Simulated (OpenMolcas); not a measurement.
Levels of Pt3+ by method

```json
{
  "Program": "OpenMolcas 26.06",
  "Basis": "ANO-RCC-VDZ [7s6p4d1f]",
  "Scalar Hamiltonian": "DKH2, point nucleus",
  "Active space": "7 electrons in 5 orbitals (5d)",
  "State averaging": "2S+1 = 4 even, 10 roots; 2S+1 = 2 even, 40 roots",
  "Spin-orbit coupling": "state interaction with AMFI integrals over the reference wave functions, term energies averaged over their components"
}
```

Methods on the same reference wave functions:
A. CASSCF
B. SS-CASPT2, IPEA 0.25 Eh, imaginary shift 0.1 Eh (closed shells correlated: 5s 5p)
C. MS-CASPT2, IPEA 0.25 Eh, imaginary shift 0.1 Eh (closed shells correlated: 5s 5p)

Energies in cm⁻¹ above 5d⁷ ⁴F_9/2.

```csv
Level,A,B,C
5d⁷ ⁴F_9/2,0.0,0.0,0.0
5d⁷ ⁴F_7/2,10297,10350,10350
5d⁷ ⁴F_5/2 [55 %],12499,11510,11360
5d⁷ ⁴P_5/2,20422,18950,18930
5d⁷ ²G_9/2 [59 %],20824,20530,20680
5d⁷ ⁴P_1/2 [62 %],24462,23000,22260
5d⁷ ²H_11/2,27621,27630,28210
5d⁷ ²G_7/2,28707,28010,28000
5d⁷ ²D_5/2(1) [67 %],33409,31160,31100
5d⁷ ²P_1/2 [62 %],38422,37270,35860
5d⁷ ²H_9/2 [72 %],38645,38520,38940
5d⁷ ²F_5/2,40267,37820,37900
5d⁷ ²F_7/2,46996,44970,44970
5d⁷ ²D_3/2(2),63426,58990,58420
5d⁷ ²D_5/2(2),67617,62980,63080
```

Between B and C the level of the table that moves most is 5d⁷ ²P_1/2 [62 %], by 1400 cm-1 (lowest in C, highest in B). Moves below CASPT2's spread within the term are not significant.

From A to B the spin-free energies of the other terms of 5d⁷ shown, above ⁴F, scale by factors of 0.85 to 1.00.

The lowest spin-free term lies below A's lowest term by 0.080 hartree in B, 0.080 hartree in C.

CASPT2 breaks the degeneracy within a term, and the mean is taken; among the terms shown or strongly mixed into the levels shown the widest spread is 1600 cm-1 (5d⁷ ²P, B). The basis is small and was not contracted for so high a charge. Without dynamic correlation excited terms often stand tens of per cent too high (terms of higher spin than the ground term too low), and those without a measured partner can miss by more than the paired ones (holds for A). The CASPT2 spread within a term exceeds the gap to the next term for 5d⁷ ²D(1) and 5d⁷ ²P, 5d⁷ ²P and 5d⁷ ²H, so the order of their levels is uncertain, and so are names and mixing where such terms share a J (holds for B). Only configurations of the active space appear. The table leaves out levels that lie high or whose names do not pair safely across all columns.

A share in square brackets marks a mixed level and gives the weight of the term that names it, the lowest over the columns. A number in round brackets counts repeated terms of one configuration in the order of the reference energies.
